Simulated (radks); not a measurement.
Values are calculated unless marked as measured or tabulated.
Valence configurations of Be+ (all share [He]). Code: a radial shooting solver on a logarithmic mesh with Libxc functionals. Model: scalar-relativistic Kohn-Sham, BLYP, spin-unpolarised, spherical densities, point nucleus; without spin polarisation the odd electron is poorly described. Energies are relative to 2s1; eigenvalues in eV.

[
 {"valence": "2s1", "E (eV)": "0.000", "e(2p)": "-", "e(2s)": "-13.639"},
 {"valence": "2p1", "E (eV)": "3.868", "e(2p)": "-9.848", "e(2s)": "-"},
 {"valence": "2s0.5 2p0.5", "E (eV)": "1.934", "e(2p)": "-9.807", "e(2s)": "-13.675"}
]

NIST lists [He] 2s1 as the ground configuration; this level of theory agrees among the configurations tried. The energies are those of spherical spin-averaged densities, not of single terms.
